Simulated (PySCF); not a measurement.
B₂O₃, SMILES O=BOB=O. Atoms are numbered in the order given.

```xyz
5

O      0.0000     0.0000    -2.5158
B      0.0000     0.0000    -1.3102
O      0.0000     0.0000     0.0000
B      0.0000     0.0000     1.3102
O      0.0000     0.0000     2.5158
```

The structure is a stationary point at PBE0-D3(BJ)/def2-SVP. One conformer was computed; it need not be the lowest.

Computed with PySCF with r2SCAN/def2-TZVPD.

Isolated molecule, no solvent.

Computed frontier levels, gap, dipole moment and polarisability:
The highest occupied level is -8.93 eV. The lowest empty level comes out as -1.63 eV, the orbital gap comes out as 7.30 eV and the dipole moment is 0.00 D. The quadrupole, principal values (traceless, Buckingham form, about the centre of nuclear charge) is -20.89, 10.45, 10.45 D·Å. The mean static polarisability comes out as 34.8 bohr³ (5.16 Å³) and the polarisability, principal values is 25.6, 25.6, 53.3 bohr³.
